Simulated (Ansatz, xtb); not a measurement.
**Relaxing a trial structure of AlGeSi2**

The starting geometry of this gas-phase doublet has its atoms placed at random.

```yaml
atoms:
  - { symbol: Al, position_ang: [-1.0579, -0.0981, 0.7994] }
  - { symbol: Ge, position_ang: [0.5769, -0.8055, -1.5868] }
  - { symbol: Si, position_ang: [0.5668, -1.1459, 1.3077] }
  - { symbol: Si, position_ang: [0.6663, 0.9013, -0.0787] }
```

**Question.** One run relaxed it with r2SCAN-D4/def2-SVP. What is a likely outcome?

**Answer.** It ends as a structure given below by its coordinates. Distances that change by over a tenth: Al1–Si3 (2.00 → 2.43 Å), Al1–Si4 (2.18 → 2.43 Å). Contacts that close: Ge2–Si3 (2.91 → 2.34 Å).

The energy falls by 2.81 eV over 10 steps:

| step | E − E(last) (eV) |
| --- | --- |
| 1 | 2.812 |
| 2 | 1.539 |
| 3 | 1.274 |
| 4 | 0.883 |
| 5 | 0.462 |
| 6 | 0.141 |
| 7 | 0.010 |
| 8 | 0.001 |
| 9 | 0.000 |
| 10 | 0.000 |

Final geometry (Å):

```yaml
atoms:
  - { symbol: Al, position_ang: [-1.1022, 0.3533, 1.5629] }
  - { symbol: Ge, position_ang: [1.4429, -0.9094, -1.3013] }
  - { symbol: Si, position_ang: [0.2451, -1.4473, 0.6326] }
  - { symbol: Si, position_ang: [0.1664, 0.8553, -0.4525] }
```

From the same start GFN2-xTB reaches the same bonding as this run.

From so rough a start the end depends on the optimiser's path, so another program may land elsewhere. The end wasn't checked by frequencies. Open shells are spin-unrestricted. Run with Ansatz 0.2.0, 120 s on 1 thread of AMD EPYC 9R45 96-Core Processor (Zen 5), on a shared host.
